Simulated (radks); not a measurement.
Values are calculated unless marked as measured or tabulated.
Numerical settings for neutral vanadium, [Ar] 3d3 4s2. Code: a radial shooting solver on a logarithmic mesh with Libxc functionals. Model: non-relativistic Kohn-Sham, PBEsol, spin-unpolarised, spherical densities, point nucleus. The defaults (mesh step 0.008 in ln r, mesh end at 40 bohr or more with all orbitals vanishing there, Anderson mixing 0.5 over 9 steps, residual threshold near 1e-9 with the energy settled to 1e-9 hartree or 1e-11 of itself, here a cap of 87 iterations) give E = -942.5762 hartree and 4s at -4.661 eV in 15 iterations. Run on one thread of a shared host, so times are rough (Intel(R) Xeon(R) 6975P-C): 0.05 s of CPU time, 0.05 s wall, 15 iterations on 2669 mesh points. Changes against that run (0 stands for a change within the tolerance of the run):

\begin{tabular}{lrrrrr}
setting & iterations & converged & E (mhartree) & e(4s) (meV) & CPU (s) \\ \hline
mesh step in ln r 0.02 & 15 & yes & 0 & 0 & 0.03 \\
mesh step in ln r 0.03 & 15 & yes & +0.000146 & 0 & 0.02 \\
mesh step in ln r 0.2 & 4 & no & diverged & - & 0 \\
mesh end (bohr) 3 & 13 & level above zero & +1.87e+03 & +2.83e+04 & 0.04 \\
mesh end (bohr) 1 & 13 & level above zero & +1.37e+05 & +9.98e+05 & 0.03 \\
residual threshold 0.01 & 7 & yes & +0.00105 & -0.975 & 0.03 \\
residual threshold 0.001 & 7 & yes & +0.00105 & -0.975 & 0.03 \\
mixing 0.2 & 16 & yes & 0 & 0 & 0.06 \\
linear mixing, mixing 0.05 & 87 & no & +0.00519 & -23.6 & 0.25 \\
linear mixing, mixing 0.8 & 87 & no & +4.25e+03 & +1.56e+03 & 0.49 \\
mixing history 3 & 17 & yes & 0 & 0 & 0.06 \\
iteration cap 8 & 8 & no & 0 & -0.188 & 0.03 \\
\end{tabular}

Settled on a wrong energy, with an occupied level pushed above zero by the early mesh end: mesh end (bohr) 3 (+1.87 hartree); mesh end (bohr) 1 (+137 hartree). Apart from these: no run marked as converged misses the energy by more than 1 mhartree. A mesh that ends early acts as a hard wall.
